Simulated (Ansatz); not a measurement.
CH6AlFOSi can be A, `F[CH2][AlH][O][SiH3]`, or B, `O[SiH]([AlH2])CF`.

Calculated with Ansatz (gas phase, PBE0-D4/def2-TZVP geometries, no zero-point term in ΔE). CBS: MP2 limit from def2 TZ/QZ plus the TZ coupled-cluster correction, frozen cores. DFT in def2-TZVPP. B3LYP here is the variant with VWN-RPA as its local correlation; programs differ in this. One conformer a species, not always the lowest.

Problem. Which isomer does CCSD(T)/CBS put lower? Give the gap. (Estimate.)

Solution. Computed: A, by 42.0 kcal/mol.

Problem. Give E(B) − E(A) in kcal/mol with CCSD(T)/def2-TZVPP, B3LYP, MP2/def2-TZVPP, B3LYP-D4, PBE-D4, HF/def2-TZVPP, B2PLYP. (An estimate is asked.)

Solution. Ansatz gave: CCSD(T)/def2-TZVPP 42.2, B3LYP 42.7, MP2/def2-TZVPP 44.6, B3LYP-D4 42.4, PBE-D4 35.6, HF/def2-TZVPP 46.9, B2PLYP 43.9. None reverses the order clearly.

Largest T1 diagnostic: 0.012.

From PBE to PBE0 (25 % exact exchange), in def2-TZVPP and without D4, E(B) − E(A) moves by +1.8 kcal/mol. In def2-TZVPP, CCSD(T) changes the Hartree–Fock value by −4.7 kcal/mol (the triples alone add −0.8 kcal/mol) and MP2 by −2.3 kcal/mol.
